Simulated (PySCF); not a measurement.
**One molecule, a ladder of functionals, a line**

Molecule: `InChI=1S/C2H10N2Si/c1-5(2,3)4/h3-4H2,1-2H3`.

Geometry (Å), atoms numbered from 1 in this order:
```xyz
15

C     1.6222   -0.2887    0.6291
Si   -0.1564   -0.1382    0.0328
C    -0.3407    1.4762   -0.9142
N    -0.7029   -1.3733   -1.0553
N    -1.1316   -0.3152    1.4551
H     1.8853    0.5113    1.3412
H     2.3265   -0.2206   -0.2151
H     1.7859   -1.2549    1.1321
H    -0.0221    2.3335   -0.3005
H     0.2789    1.4780   -1.8268
H    -1.3864    1.6420   -1.2172
H    -0.4911   -1.3124   -2.0441
H    -0.7122   -2.3380   -0.7435
H    -2.1412   -0.2588    1.3824
H    -0.8095    0.0613    2.3387
```

GIAO shieldings (ppm, equivalent atoms averaged) in PySCF 2.14 on the PBE0-D3(BJ)/def2-SVP geometry, basis pcSseg-1, gas phase, non-relativistic:

| functional | exact exchange (%) | σ(Si2) | σ(N4/N5) |
| --- | --- | --- | --- |
| BLYP | 0 | 334.6 | 234.5 |
| BP86 | 0 | 342.1 | 236.4 |
| PBE | 0 | 342.4 | 237.1 |
| PBE0 | 25 | 358.5 | 241.5 |
| mPW1PW91 | 25 | 357.7 | 240.8 |
| BHandHLYP | 50 | 367.2 | 243.1 |
| HF | 100 | 401.9 | 250.1 |

(1) Fit each shielding as a line in the percentage of exact exchange.

(2) What does the line predict for B3LYP (20 %), and what does the run give?

Answers

(1) σ(Si2) = 340.3 + 0.61 x (rms 3.1 ppm); σ(N4/N5) = 236.5 + 0.14 x (rms 1.0 ppm). The functionals also differ in their semilocal parts, which the line can't hold; Hartree–Fock has no correlation at all.

(2) σ(Si2): 352.5 predicted, 347.7 computed; σ(N4/N5): 239.3 predicted, 238.2 computed ppm.
